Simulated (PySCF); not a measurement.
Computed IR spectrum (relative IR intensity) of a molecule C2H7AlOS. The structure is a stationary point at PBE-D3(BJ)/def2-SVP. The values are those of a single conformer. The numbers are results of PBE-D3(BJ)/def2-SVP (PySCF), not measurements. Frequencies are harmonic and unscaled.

ν (cm⁻¹): 73 (vw), 181 (w), 199 (w), 236 (vw), 286 (s), 443 (w), 530 (vs), 629 (m), 632 (m), 685 (w), 691 (vs), 844 (s), 933 (w), 955 (w), 1165 (w), 1283 (w), 1406 (vw), 1412 (vw), 2985 (m), 3062 (vw), 3093 (vw), 3822 (s) (against the strongest line: vs over 80 %, s over 45 %, m over 15 %, w over 4 %, vw less)

### Question
Identify the compound among the candidates.
(A) C[S][Al]([CH3])[OH]
(B) C[O][Al]([CH3])[SH]
(C) C[O][AlH][S]C

### Answer
A, C[S][Al]([CH3])[OH]
